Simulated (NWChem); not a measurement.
## Basis-set convergence for H₄BFS

```xyz
7

B      0.8637    -0.7665     0.0000
H      0.7349    -1.3700     1.0604
H      0.7349    -1.3700    -1.0604
F      1.7028     0.3127     0.0000
S     -1.1896     0.1047     0.0000
H     -1.0395     1.0415     0.9808
H     -1.0395     1.0415    -0.9808
```
Charge 0, spin multiplicity 1.

Everything below was run with NWChem. The geometry was optimised at PBE/def2-SVP, a minimum by its harmonic frequencies.

Quantity: LUMO energy at the level PBE0.

The Pople sets run with spherical d functions. The structure started from a generated list of species.

| basis | functions | LUMO energy (eV) |
|---|---|---|
| STO-3G | 23 | [?] |
| 6-31G* | 54 | [?] |
| pcseg-1 | 66 | -0.44 |
| def2-SVPD | 102 | -0.48 |
| 6-311++G** | 102 | -0.73 |
| aug-pcseg-1 | 109 | -0.72 |
| def2-TZVP | 123 | -0.44 |
| def2-TZVPD | 159 | [?] |
| def2-TZVPP | 160 | -0.44 |
| aug-cc-pVTZ | 234 | -0.71 |

### Question
Fill in the missing entries.

### Answer

- STO-3G, LUMO energy (eV): 4.98
- 6-31G*, LUMO energy (eV): -0.23
- def2-TZVPD, LUMO energy (eV): -0.58
